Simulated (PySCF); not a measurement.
cycl[3.3.3]borane (C₁₂H₉B), SMILES C1C=CC2B3C=1C=CC=C3C=CC=2. The structure is a stationary point at B3LYP-D3(BJ)/def2-SVP.

Computed equilibrium geometry at B3LYP-D3(BJ)/def2-SVP (PySCF confirms it by a frequency run) as a Z-matrix, and its point group:
point group D3h.
```
B
C 1 1.5076
C 2 1.4166 1 117.12
H 3 1.0982 2 120.50 1 180.00
C 3 1.4073 4 117.91 2 180.00
H 5 1.0924 3 118.70 4 0.00
C 5 1.4073 6 118.70 3 180.00
H 7 1.0982 5 117.91 6 0.00
C 7 1.4166 8 120.50 5 180.00
C 9 1.4166 7 125.76 8 0.00
H 10 1.0982 9 120.50 7 0.00
C 10 1.4073 11 117.91 9 180.00
H 12 1.0924 10 118.70 11 0.00
C 12 1.4073 13 118.70 10 180.00
H 14 1.0982 12 117.91 13 0.00
C 14 1.4166 15 120.50 12 180.00
C 16 1.4166 14 125.76 15 0.00
H 17 1.0982 16 120.50 14 0.00
C 17 1.4073 18 117.91 16 180.00
H 19 1.0924 17 118.70 18 0.00
C 19 1.4073 20 118.70 17 180.00
H 21 1.0982 19 117.91 20 0.00
```
